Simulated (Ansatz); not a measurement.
Level of theory: PBE0-D3(BJ)/def2-TZVP (Ansatz, a first-principles code). No frequencies were computed at this level.

Ansatz 0.2 input:
```yaml
crystal:
  periodic: [false, false, false]
  atoms:
    - { symbol: I, position_ang: [-0.78615, 1.734678, -0.858253] }
    - { symbol: B, position_ang: [0.205182, -0.020127, -0.308206] }
    - { symbol: I, position_ang: [-0.757559, -1.58171, 0.690383] }
    - { symbol: H, position_ang: [1.338523, -0.132843, -0.567291] }
basis:
  gaussian: { orbitals: def2-tzvp }
hamiltonian:
  xc: pbe0
  dispersion: d3bj
relax:
  max_steps: 150
```

Output:

```
Functional definition: PBE0
1049 factors; their error is unknown
mean field evaluation 1: about -16893.9010 eV, gradient 2.1e1 eV
mean field evaluation 2: about -16891.9790 eV, gradient 3.6e1 eV
mean field evaluation 4: about -16895.1379 eV, gradient 1.1e0 eV
mean field evaluation 8: about -16895.6880 eV, gradient 3.0e-1 eV
mean field -16895.68813554 eV, -620.9050866725 hartree, gradient 4.2e-5 eV, S^2 0.000000; 0 other end points of the search recorded, 0 dependent functions left out
reference -16895.68815977 eV, -620.9050875626 hartree; 28, 28 occupied and 109, 109 virtual orbitals, 1049 factors
relax step   1: F+E_penalty+E_count = -16895.79817709 eV  Δ(F+E_penalty+E_count) = +0.000e0 eV  max|allowed force component| = 4.471e-1 eV/Å  Δτ_max = 0.0000 Å  (25 SCF iters, accepted)
these checks for a lower state are left out or cut short: starts, cluster_reference, orbital_swaps, neighbouring_geometries, increment
1049 factors; their error is unknown
mean field evaluation 16: about -16895.1444 eV, gradient 2.0e0 eV
mean field -16895.69428201 eV, -620.9053125508 hartree, gradient 1.6e-5 eV, S^2 0.000000; 0 other end points of the search recorded, 0 dependent functions left out
reference -16895.69430628 eV, -620.9053134430 hartree; 28, 28 occupied and 109, 109 virtual orbitals, 1049 factors
relax step   2: F+E_penalty+E_count = -16895.80378255 eV  Δ(F+E_penalty+E_count) = -5.605e-3 eV  max|allowed force component| = 1.449e-1 eV/Å  Δτ_max = 0.0187 Å  (31 SCF iters, accepted)
these checks for a lower state are left out or cut short: starts, cluster_reference, orbital_swaps, neighbouring_geometries, increment
1049 factors; their error is unknown
mean field -16895.69475929 eV, -620.9053300906 hartree, gradient 1.7e-5 eV, S^2 0.000000; 0 other end points of the search recorded, 0 dependent functions left out
reference -16895.69478355 eV, -620.9053309823 hartree; 28, 28 occupied and 109, 109 virtual orbitals, 1049 factors
relax step   3: F+E_penalty+E_count = -16895.80442063 eV  Δ(F+E_penalty+E_count) = -6.381e-4 eV  max|allowed force component| = 1.637e-2 eV/Å  Δτ_max = 0.0084 Å  (31 SCF iters, accepted)
these checks for a lower state are left out or cut short: starts, cluster_reference, orbital_swaps, neighbouring_geometries, increment
1049 factors; their error is unknown
mean field evaluation 32: about -16895.6942 eV, gradient 1.0e0 eV
mean field -16895.69477953 eV, -620.9053308344 hartree, gradient 1.7e-5 eV, S^2 0.000000; 0 other end points of the search recorded, 0 dependent functions left out
reference -16895.69480379 eV, -620.9053317261 hartree; 28, 28 occupied and 109, 109 virtual orbitals, 1049 factors
relax step   4: F+E_penalty+E_count = -16895.80443160 eV  Δ(F+E_penalty+E_count) = -1.097e-5 eV  max|allowed force component| = 3.238e-3 eV/Å  Δτ_max = 0.0010 Å  (31 SCF iters, accepted)
1049 factors; their error is unknown
mean field -16895.69477953 eV, -620.9053308344 hartree, gradient 1.7e-5 eV, S^2 0.000000; 1 other end points of the search recorded, 0 dependent functions left out
reference -16895.69480379 eV, -620.9053317261 hartree; 28, 28 occupied and 109, 109 virtual orbitals, 1049 factors
Total energy: -16895.80445586 eV, -620.9093613654 hartree
Atom 0 at    -0.790704     1.745456    -0.862138 Å, force     0.000782    -0.000369     0.000056 eV/Å
Atom 1 at     0.201601    -0.019906    -0.307014 Å, force    -0.003238     0.000179     0.000442 eV/Å
Atom 2 at    -0.762826    -1.592153     0.696655 Å, force     0.001234     0.000607    -0.000526 eV/Å
Atom 3 at     1.351925    -0.133398    -0.570869 Å, force     0.001222    -0.000417     0.000027 eV/Å
Dipole moment:     0.025279    -0.002503    -0.005791 e Å
```

Cost: roughly 19 core-seconds.
